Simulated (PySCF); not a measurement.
## Substituent effects on chemical shifts

Parent skeleton `[CH2:1]1[CH2:2][CH2:3][S:4][CH2:5][CH2:6]1`; one hydrogen on atom 3 is replaced by X. Hydrogens on one atom are averaged.

PySCF 2.14 calculation with PBE0/pcSseg-1 with gauge-including orbitals and structure optimised with GFN2-xTB; one computed conformer, rapidly exchanging positions averaged, isolated molecule, non-relativistic Hamiltonian.

Chemical shifts δ = σref − σ; TMS for $^{13}$C (σref 186.93), $^{1}$H (σref 31.72); $^{33}$S (σref 503.73) against CS2, all at this level.

Parent (X = H): C1 31.1, C2 32.5, C3 36.8, S4 8.5, C5 36.8, C6 32.5, H(C1) 1.51, H(C2) 1.77, H(C3) 2.54 ppm. Effects are Δδ = δ(X) − δ(H), positive for deshielding.

**Question.** Order these by the shift of H(C2), most shielded first.
A. X = nPr
B. X = CH2F
C. X = allyl

**Answer.** A (-0.12 ppm), C (+0.17 ppm), B (+0.35 ppm).

**Question.** Order these by the shift of S4, most shielded first.
A. X = nPr
B. X = allyl
C. X = CH2F

**Answer.** C (+20.6 ppm), B (+29.4 ppm), A (+31.8 ppm).

**Question.** Order these by the shift of C5, most shielded first.
A. X = allyl
B. X = nPr
C. X = CH2F

**Answer.** A (-5.9 ppm), C (-3.2 ppm), B (+0.3 ppm).
